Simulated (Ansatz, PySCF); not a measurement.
Pulling on the Si5–H6 bond in BH5OSi (SMILES BO[SiH3]) (multiplicity 1 held, fragments rigid). Energies count from the point at 1.477 Å.
Geometry at that point (charge 0, multiplicity 1):
```xyz
8

B     -0.355     0.168     1.746
H     -1.122     0.723     2.474
H      0.516    -0.542     2.166
O     -0.489     0.357     0.418
Si     0.331    -0.201    -0.915
H      0.863     0.968    -1.643
H     -0.630    -0.934    -1.764
H      1.435    -1.094    -0.498
```

Restricted levels (R-, RO-) in cc, def2 and unpolarised 6-31G sets keep to the state of the molecule at rest. Active spaces are followed from a long bond inwards. Levels need not reach the same state.

Correlated levels freeze the cores. Rows in 6-31G* carry no dispersion term and start afresh at each structure (6-31G* with six Cartesian d functions). MP2/6-31G* freezes PySCF's default core.

Run with Ansatz (a first-principles code); PySCF for 6-31G* rows. Each number belongs to the level named beside it.

Energies in eV.

```
R (Å)  R-r2SCAN/cc-pV(T+d)Z  R-B3LYP/6-31G*  R-MP2/6-31G*  FIC-MRCISD+Q on CASSCF(2,2)/cc-pV(T+d)Z
-----  --------------------  --------------  ------------  ---------------------------------------
1.182                  1.29            1.37          1.40                                     1.28
1.329                  0.26            0.28          0.28                                     0.25
1.477                  0.00            0.00          0.00                                     0.00
1.625                  0.16            0.15          0.17                                     0.17
1.772                  0.52            0.52          0.57                                     0.54
1.994                  1.22            1.23          1.32                                     1.25
2.215                  1.96            1.97          2.11                                     1.98
2.585                  3.05            3.06          3.27                                     2.98
2.954                  3.91            3.94          4.18                                     3.63
3.397                  4.64            4.71          4.94                                     4.02
3.988                  5.24            5.38          5.40                                     4.18
4.726                  5.62            5.84          5.26                                     4.23
```

Doubts at one or more of the structures used: a restricted determinant that unrestricted orbitals would lower (R-r2SCAN/cc-pV(T+d)Z, R-B3LYP/6-31G*, R-MP2/6-31G*).
